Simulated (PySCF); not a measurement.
C₄H₉O, SMILES OC[CH]CC, doublet, PBE0/def2-SVP optimised geometry.

```
14

C     -1.62     1.20    -1.35
C     -1.34     0.52     0.00
C     -0.58    -0.76    -0.11
C      0.90    -0.80     0.00
O      1.34    -2.13     0.00
H     -2.18     2.13    -1.21
H     -0.68     1.45    -1.87
H     -2.20     0.54    -2.01
H     -2.30     0.33     0.50
H     -0.79     1.22     0.65
H     -1.06    -1.65    -0.53
H      1.21    -0.26     0.92
H      1.36    -0.22    -0.84
H      2.30    -2.13     0.00
```

Density from unrestricted PBE0/def2-TZVP run with PySCF at that geometry.

Minimum of the electron density along straight lines between bonded atoms, close to the bond critical point (lines longer than 1.1 times the sum of covalent radii, or with two minima, are not listed):

```
bond    length / Å  ρ at the minimum / e bohr⁻³  ∇²ρ there / e bohr⁻⁵  position (fraction from the first atom)
------  ----------  ---------------------------  --------------------  ---------------------------------------
C1–C2        1.534                            …                 -0.58                                     0.50
C2–C3        1.489                        0.264                     …                                     0.49
C3–C4        1.482                        0.273                 -0.74                                     0.50
C4–O5        1.402                        0.270                 -0.62                                     0.35
C1–H6        1.102                        0.271                 -0.91                                     0.64
C1–H7        1.101                        0.272                 -0.91                                     0.64
C1–H8        1.101                        0.272                 -0.91                                     0.64
C2–H9        1.105                        0.271                 -0.91                                     0.64
C2–H10       1.105                        0.271                 -0.91                                     0.64
C3–H11       1.095                        0.276                 -0.94                                     0.65
C4–H12       1.115                        0.270                 -0.91                                     0.64
C4–H13       1.119                        0.266                 -0.89                                     0.64
O5–H14       0.961                            …                 -2.46                                     0.80
```

Question: What belongs in the gaps?

Answer: 
- C1–C2, ρ at the minimum / e bohr⁻³: 0.240
- C2–C3, ∇²ρ there / e bohr⁻⁵: -0.69
- O5–H14, ρ at the minimum / e bohr⁻³: 0.365
